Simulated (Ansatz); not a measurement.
Basis sets compared for BMe2Cl (C2H6BCl). Charge 0, multiplicity 1. Geometry PBE-D4/def2-SVP. Ansatz on 4 threads of Arm Neoverse V2 on a shared host; times are rough, and most runs start from earlier orbitals.

```xyz
10

B    -0.1632   -0.4612   -0.2220
C    -0.6417   -0.1273    1.2344
H    -1.5629    0.4939    1.1344
H     0.0861    0.5000    1.7891
H    -0.9185   -1.0117    1.8398
C     0.7679    0.4788   -1.0651
H     1.8173    0.2278   -0.7817
H     0.6355    1.5501   -0.8085
H     0.6907    0.3393   -2.1604
Cl   -0.7111   -1.9897   -0.9602
```

Binding counts from free atoms (B doublet, C triplet, H doublet, Cl doublet) in the same basis, without a counterpoise term.

| level | functions | energy (Eh) | HOMO (eV) | LUMO (eV) | binding per atom (eV) | wall time |
| --- | --- | --- | --- | --- | --- | --- |
| HF/6-31G | 52 | -563.3957 | -11.61 | 3.22 | 2.96 | 0.15 s |
| PBE-D4/def2-SVP | 90 | -564.3664 | -6.70 | -1.52 | 4.06 | 0.55 s |
| PBE0-D4/def2-SVP | 90 | -564.4325 | -8.15 | -0.56 | 4.03 | 0.55 s |

Question: Estimate the rows for HF/def2-TZVP, PBE-D4/def2-TZVP, PBE0-D4/def2-TZVP (with forces).

Answer: 
```tsv
level	functions	energy (Eh)	HOMO (eV)	LUMO (eV)	binding per atom (eV)	wall time
HF/def2-TZVP	166	-563.5225	-11.60	2.93	3.07	0.6 s
PBE-D4/def2-TZVP	166	-564.6390	-6.91	-1.73	4.03	0.95 s
PBE0-D4/def2-TZVP (with forces)	166	-564.6994	-8.29	-0.73	3.99	1.8 s
```
